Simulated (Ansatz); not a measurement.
Cartesian coordinates in Å:
```
C 2.1036 1.4023 0.2650
N 0.6877 1.1882 0.3929
B -0.0073 0.0160 -0.0336
N -1.4052 -0.1188 0.2251
C -2.2110 0.8391 0.9323
N 0.7057 -1.0439 -0.6719
C 0.1352 -2.3024 -1.0690
H 2.6456 0.4801 0.4931
H 2.4494 2.1557 0.9774
H 2.4129 1.7321 -0.7380
H 0.1594 2.0111 0.6204
H -1.9266 -0.8178 -0.2722
H -2.5320 1.6905 0.3138
H -3.1125 0.3690 1.3333
H -1.6572 1.2393 1.7863
H 1.6136 -0.8563 -1.0573
H 0.9102 -3.0664 -1.1706
H -0.5604 -2.6583 -0.3038
H -0.4110 -2.2597 -2.0231
```

Charge 0, multiplicity 1.

List the PBE/def2-TZVPP orbital energies in eV (Ansatz 0.2.0). (An estimate is asked.)

Computed: Occupied: -379.57, -379.57, -379.57, -269.21, -269.21, -269.21, -176.10, -22.12, -21.22, -21.22, -16.29, -16.12, -16.12, -12.61, -12.12, -12.12, -10.65, -10.17, -10.06, -10.06, -9.85, -9.85, -9.13, -8.31, -8.31, -6.61, -4.70, -4.70. Lowest empty: 0.26, 0.71, 0.71, 1.50, 1.98, 1.98, 2.14, 2.20.
